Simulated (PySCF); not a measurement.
C$_{4}$H$_{9}$AlClF (SMILES C[C](C)(C)[Al]([F])[Cl]), singlet, geometry from GFN2-xTB (such geometries of metal compounds can be far from the true shape), atoms displaced at random by about 0.03 Å a coordinate.

PySCF was given this input:
```python
from pyscf import gto, scf, dft

mol = gto.Mole()
mol.atom = '''
    Al    0.75360181   -0.02779505    0.17969289
    Cl    2.02941636    0.52201989   -1.21573805
    F     1.41943671   -0.49722159    1.73865195
    C    -1.24709776   -0.05523912    0.10724690
    C    -1.72610075   -1.20556024   -0.77182917
    C    -1.76375673   -0.25534792    1.57078583
    C    -1.76786057    1.23856502   -0.46540049
    H    -2.83544448   -1.22300105   -0.87182327
    H    -1.40153009   -2.24333613   -0.39244076
    H    -1.27401269   -1.11878712   -1.79976977
    H    -1.45752670   -1.21327110    2.00287042
    H    -1.53970887    0.51318821    2.17982061
    H    -2.94710002   -0.33211525    1.51346322
    H    -1.52855709    2.07787468    0.21535336
    H    -1.36928471    1.42498269   -1.40984583
    H    -2.85722249    1.23697974   -0.61637745
'''
mol.basis = 'sto-3g'
mol.verbose = 4
mol.build()

mf = dft.RKS(mol)
mf.xc = 'b3lyp'
mf.kernel()
g = mf.nuc_grad_method()
grad = g.kernel()
```

Q: Predict the Mulliken (on the basis functions themselves) charges in atom order from PySCF with B3LYP/STO-3G, gradient.

A: Al1 0.93, Cl2 -0.44, F3 -0.24, C4 -0.15, C5 -0.21, C6 -0.24, C7 -0.24, H8 0.07, H9 0.05, H10 0.06, H11 0.07, H12 0.08, H13 0.05, H14 0.06, H15 0.08, H16 0.07

Q: Give the number of basis functions at the level B3LYP/STO-3G, gradient.

A: 52

Q: What nuclear repulsion energy does B3LYP/STO-3G, gradient give?

A: 440.5875 Eh

Q: What HOMO energy does B3LYP/STO-3G, gradient give?

A: -4.39 eV

Q: Predict the total energy from B3LYP/STO-3G, gradient.

A: -949.1629 Eh
